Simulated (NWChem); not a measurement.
Species: SnH₂Br₂; SMILES [Br][SnH2][Br]

```xyz
5

Sn     0.0000     0.0000    -0.8495
Br    -2.0132     0.0000     0.6120
Br     2.0132     0.0000     0.6120
H      0.0000     1.4569    -1.7351
H      0.0000    -1.4569    -1.7351
```
Atoms are numbered in this order, from 1.

Level: PBE0/def2-SVP with def2 effective core potentials on Sn (NWChem), optimised geometry, unscaled harmonic frequencies. This build's default masses of Se (78.918 u) and Br (79.917 u) are each other's, which moves their modes by up to 0.6 %. def2 effective core potentials on Sn; no spin-orbit coupling.

Q: List the harmonic frequencies with IR intensities, and the thermochemistry.

A: 
```tsv
frequency (cm⁻¹)	IR intensity (km/mol)
76	1.5
255	14.4
273	45.0
400	19.6
510	0.0
637	180.6
680	119.0
1962	71.8
1980	120.5
```

The zero-point energy is 9.7 kcal/mol. The thermal correction to the enthalpy at 298.15 K (with zero-point energy) is 13.6 kcal/mol. The heat capacity Cv comes out as 15.9 cal/(mol K) and the entropy at 298.15 K and 1 atm (symmetry number 2) is 80.6 cal/(mol K).

Rigid rotor and harmonic oscillator; modes under 100 cm⁻¹ make the entropy uncertain.
